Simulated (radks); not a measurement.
Values are calculated unless marked as measured or tabulated.
Excited configurations of Fe18+: one electron is placed in a higher orbital outside [He] 2s2 2p3. The ground configuration is [He] 2s2 2p4. Level of theory: Dirac Kohn-Sham, PBEsol, spin-unpolarised, spherical densities, finite nucleus; open shells are shared between the two j in proportion to 2j + 1; Fermi nuclear charge, rms radius 3.7377 fm (a radial shooting solver on a logarithmic mesh with Libxc functionals). Excitation = E - E(ground); binding = E(ion) - E, where the ion is the core of charge +19; n* = 19/sqrt(2 binding) in atomic units. These energies are relativistic, and a one-electron ion of charge +19 with no core already has n* below n in this formula (Dirac formula, point nucleus, mean over j: 3s 2.993, 3d 2.999, 4p 3.995, 5s 4.992, 5p 4.995, 5f 4.999, 6s 5.992, 6d 5.997, 6f 5.998, 7s 6.991, 7d 6.997). The quantum defect is therefore taken as that value minus n*, so that it holds no relativistic shift of the bare ion. Eigenvalue and <r> are those of j = l + 1/2.

outer orbital	excitation (eV)	binding (eV)	n*	quantum defect	eigenvalue (eV)	<r> (bohr)
3s	835.43	633.04	2.785	0.207	-616.13	0.6148
3d	903.65	564.83	2.949	0.050	-543.34	0.5247
4p	1137.4	331.07	3.852	0.144	-322.00	1.124
5s	1253.3	215.14	4.778	0.214	-210.11	1.805
5p	1259.5	208.99	4.848	0.147	-203.72	1.808
5f	1270.6	197.83	4.983	0.016	-191.96	1.643
6s	1321.1	147.37	5.773	0.218	-144.05	2.635
6d	1328.4	140.05	5.922	0.075	-136.57	2.615
6f	1330.7	137.76	5.971	0.027	-134.11	2.501
7s	1361.2	107.25	6.767	0.224	-104.88	3.622
7d	1365.7	102.75	6.914	0.083	-100.32	3.624

The Delta-SCF ionisation energy is 1468.5 eV (NIST Atomic Spectra Database: 1460 eV, semi-empirical). Self-interaction in the functional shifts the binding energies and quantum defects, so they are the method's values and not measured ones. Spin polarisation and multiplet splitting are left out, so open shells lie too high by an amount that depends on their filling.

Beside tabulated values, note that spin-unpolarised runs miss the spin-polarisation part of the exchange energy of open shells.
